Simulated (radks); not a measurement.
Spherical quantum dot in the effective-mass picture: electrons in a parabolic well V = omega^2 r^2 / 2 with omega = 0.357, all in effective atomic units (hartree* = m*/eps^2 hartree, bohr* = eps/m* bohr), one dielectric constant everywhere. Method: non-relativistic Kohn-Sham, LDA (Slater exchange, Perdew-Wang correlation), spin-polarised, spherical densities; computed with a radial shooting solver with Libxc functionals. Levels are named by radial order and angular momentum (1s, 1p, 1d, 2s, ...), and open shells are averaged over m.

N = 24, configuration 1s2 1p6 1d10 2s2 1f(up 4, down 0). This is the lowest configuration that the search found. Occupied and some empty levels:

| level | occupation | eigenvalue (hartree*) | <r> (bohr*) |
|---|---|---|---|
| 1s up | 1 | 5.9287 | 3.541 |
| 1s down | 1 | 5.9420 | 3.454 |
| 1p up | 3 | 6.0318 | 4.213 |
| 1p down | 3 | 6.0504 | 4.169 |
| 1d up | 5 | 6.1607 | 4.665 |
| 1d down | 5 | 6.1820 | 4.648 |
| 2s up | 1 | 6.2203 | 3.771 |
| 2s down | 1 | 6.2325 | 3.817 |
| 1f up | 4 | 6.3117 | 5.017 |
| 1f down | 0 | 6.3341 | 5.015 |
| 2p up | 0 | 6.3996 | 4.255 |
| 2p down | 0 | 6.4120 | 4.272 |
| 1g up | 0 | 6.4819 | 5.312 |
| 1g down | 0 | 6.5044 | 5.321 |
| 2d up | 0 | 6.5903 | 4.689 |
| 2d down | 0 | 6.6036 | 4.693 |

Energy (hartree*): total 91.0670, kinetic 6.1959, external 32.601, Hartree 58.290, exchange-correlation -6.0199.
